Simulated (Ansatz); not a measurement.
Consider the ligand exchange at a B–N bond: `NB(S)[SiH2][SiH3]` + H–F → `FB(S)[SiH2][SiH3]` + NH₃.

Isolated molecules relaxed with PBE0-D4/def2-TZVP in Ansatz; ΔE leaves out vibrations. CBS: MP2 limit from def2 TZ/QZ plus the TZ coupled-cluster correction, frozen cores. This one scheme is used for every species. One conformer a species, not always the lowest.

```
            species  HF/def2-QZVPP energy (Eh)
`NB(S)[SiH2][SiH3]`                -1059.35200
                H–F                 -100.07004
`FB(S)[SiH2][SiH3]`                -1103.20863
                NH₃                  -56.22439
```

Question: Work out ΔE.

Answer: ΔE = (-1103.20863) + (-56.22439) − (-1059.35200) − (-100.07004) = -0.01098 Eh = -0.30 eV. CCSD(T)/CBS gives -0.09 eV.

Largest T1 diagnostic among the species: 0.015.

From PBE to PBE0 (25 % exact exchange), in def2-TZVPP and without D4, ΔE moves by +0.04 eV. In def2-TZVPP, CCSD(T) changes the Hartree–Fock value by +0.17 eV (the triples alone add +0.02 eV) and MP2 by +0.24 eV.
